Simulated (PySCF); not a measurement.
H₇NOSi₂, SMILES N[SiH2]O[SiH3]. Coordinates come from a B3LYP-D3(BJ)/def2-SVP optimisation. Other conformers were not sampled.

Give the equilibrium geometry at B3LYP-D3(BJ)/def2-SVP (PySCF confirms it by a frequency run) as Cartesian coordinates in Å. (The exact figures need the calculation; the answer reports its results.)

This is not unique; one that fits is 
```xyz
11

Si     1.8015     0.0677     0.3523
O      0.5091    -0.0725    -0.6776
Si    -1.1618    -0.0855    -0.6219
N     -1.8130     0.0783     0.9639
H      1.8020    -1.0304     1.3649
H      3.0527    -0.0099    -0.4485
H      1.7689     1.3722     1.0792
H     -1.6393     1.0629    -1.4339
H     -1.6094    -1.3913    -1.1701
H     -1.8678     0.9741     1.4368
H     -1.8435    -0.6952     1.6196
```
